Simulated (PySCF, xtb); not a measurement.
3,3-difluoropent-1-en-4-yne (C₅H₄F₂), SMILES C#CC(F)(F)C=C.

GFN2-xTB run with xtb at its own geometry gives an orbital gap of 5.40 eV and a dipole moment of 3.42 D.

The structure is a stationary point at PBE0-D3(BJ)/def2-SVP. Other conformers were not sampled.

What does PBE/def2-TZVP (PySCF) give? (Estimate from the structure and the level; the computed values follow.)

gap 5.34 eV (levels -7.19 and -1.85 eV), dipole 2.31 D.
